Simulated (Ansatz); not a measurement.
Gas-phase electronic energies from Ansatz, PBE0-D4/def2-TZVP geometries. CBS: MP2 limit from def2 TZ/QZ plus the TZ coupled-cluster correction, frozen cores. This one scheme is used for every species. Each species was taken in one conformer, which may not be the lowest.

Reaction (formal exchange of groups at the Si–O bond): `C#C[SiH](C)OC` + BH₃ → `B[SiH](C)C#C` + CH₃OH

```json
{"species": "`C#C[SiH](C)OC`", "CCSD(T)/CBS(def2) energy (Eh)": "-521.27282"}
{"species": "BH₃", "CCSD(T)/CBS(def2) energy (Eh)": "-26.55200"}
{"species": "`B[SiH](C)C#C`", "CCSD(T)/CBS(def2) energy (Eh)": "-432.16067"}
{"species": "CH₃OH", "CCSD(T)/CBS(def2) energy (Eh)": "-115.61712"}
```

Work out ΔE.

ΔE = (-432.16067) + (-115.61712) − (-521.27282) − (-26.55200) = 0.04703 Eh = +123.5 kJ/mol.

Largest T1 diagnostic among the species: 0.012.

In def2-TZVPP, CCSD(T) changes the Hartree–Fock value by −16.0 kJ/mol (the triples alone add −1.2 kJ/mol) and MP2 by −7.2 kJ/mol. The D4 term adds +4.5 kJ/mol with B3LYP and +2.6 kJ/mol with PBE0; it sums over pairs of atoms, weighted by their polarisabilities, and B3LYP, whose exchange is more repulsive, gets the larger term. From PBE to PBE0 (25 % exact exchange), in def2-TZVPP and without D4, ΔE moves by +7.2 kJ/mol.

B3LYP here is the variant with VWN-RPA as its local correlation; programs differ in this.
